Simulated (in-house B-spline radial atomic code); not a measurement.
Mn. Computed with a B-spline radial atomic code. Model: non-relativistic spherical atom: semilocal Troullier-Martins pseudo-atom, one channel per l, against all electrons, high spin, G0W0 and RPA with empty states to l = 8, local potential for every l without a channel, a model core (radius 0 = none) keeps its share of the functional.

What the tables leave out is listed at the end.

The pseudopotential gives back the lowest level of each angular momentum of its own functional in the configuration it was made in; a second state of the same l is only approximately right. Exact exchange, RPA and GW see the smooth pseudo-orbitals and miss the exchange with the core, for which the functional's share stands in. The column with an uncorrelated core keeps all orbitals and exact exchange, and so separates missing core correlation from pseudisation. Only the three outermost levels and the lowest empty one were computed. RPA here is direct RPA, with no exchange kernel, and its energies carry an (l + 1/2)⁻⁴ tail. A hybrid on a potential with a model core restores only its own semilocal share of the core's exchange.

Command:
```bash
python run_psgw.py task.json out
```
Settings (lengths in bohr, energies in hartree):
```
Z                      25
electrons              25
configuration          [Ar] 3d5 4s2
generated_in           [Ar] 3d5 4s2
functional             pbe,pbe
core_shells            3
radius_factor          0.9
core_correction        True
ion_configuration      [Ar] 3d5 4s1
```

Cost of the run: 62 s on 1 thread of Intel(R) Xeon(R) Platinum 8259CL CPU @ 2.50GHz (Skylake/Cascade Lake), on a shared host.

Given: made with PBE; model core radius 0.432 bohr; local radius 0.874 bohr; mean-field start PBE.

Valence shells of the generating configuration: 3s, 3p, 3d, 4s.

Channel: s 0.667, p 0.681, d 2.049 (radii in bohr).

Computed: largest level miss in the spin-unpolarised generating configuration 0.052 eV; valence RPA correlation energy all-electron orbitals -0.94883 hartree; all-electron RPA polarisability, core included 54.219 bohr³; ionisation by mean-field all-electron 7.1607 eV; ionisation by mean-field pseudo minus all 0.069 eV; ionisation by RPA all-electron 7.779 eV; ionisation by RPA pseudo minus all 0.047 eV.

| level | occupied | mean-field all-electron (eV) | mean-field pseudo minus all (eV) | G0W0 all-electron (eV) | G0W0 uncorrelated core minus all (eV) | G0W0 pseudo minus all (eV) | exchange self-energy all-electron (eV) | exchange self-energy pseudo (eV) |
| --- | --- | --- | --- | --- | --- | --- | --- | --- |
| 4s down | 1 | -4.4174 | -0.05 | -7.3192 | 0.006 | -0.078 | -8.5717 | -8.3032 |

(1) What is the valence RPA correlation energy pseudo?

(2) What is the pseudo-atom RPA polarisability?

Given: mean-field start PBE0.

Computed: valence RPA correlation energy all-electron orbitals -0.88991 hartree; valence RPA correlation energy pseudo -0.85677 hartree; all-electron RPA polarisability, core included 47.858 bohr³; ionisation by mean-field pseudo minus all 0.053 eV; ionisation by RPA all-electron 7.4966 eV; ionisation by RPA pseudo minus all 0.061 eV.

| level | occupied | mean-field all-electron (eV) | mean-field pseudo minus all (eV) | G0W0 all-electron (eV) | G0W0 uncorrelated core minus all (eV) | G0W0 pseudo minus all (eV) | exchange self-energy all-electron (eV) | exchange self-energy pseudo (eV) |
| --- | --- | --- | --- | --- | --- | --- | --- | --- |
| 4s down | 1 | -5.0621 | -0.044 | -7.373 | 0.006 | -0.064 | -8.4204 | -8.1556 |
| 4s up | 1 | -6.0612 | -0.015 | -8.432 | 0.007 | -0.063 | -10.587 | -10.183 |

(3) What is the ionisation by mean-field all-electron?

(4) What is the pseudo-atom RPA polarisability?

Answers

(1) -0.91119 hartree.

(2) 53.378 bohr³.

(3) 7.024 eV.

(4) 47.377 bohr³.

Among the listed levels the largest G0W0 shift of the pseudo-atom is -0.08 eV, for 4s down on the PBE start, while leaving the core uncorrelated moves that level by +0.01 eV. The rest, -0.08 eV, comes from pseudisation and the lost core exchange. Not in the tables (levels of low weight, unsolved or above zero; the highest and the empty levels are kept at any weight): on PBE the G0W0 levels 4s up (pseudo minus all -0.11 eV, weights 0.69 and 0.65), 3d up (pseudo minus all -0.19 eV, weights 0.06 and 0.07), 3d down (pseudo minus all +0.40 eV, weights 0.45 and 0.47); on PBE0 the G0W0 levels 3d up (pseudo minus all -0.22 eV, weights 0.63 and 0.54), 3d down (pseudo minus all +0.17 eV, weights 0.73 and 0.75); no Hartree-Fock pseudo-atom is run with a model core.
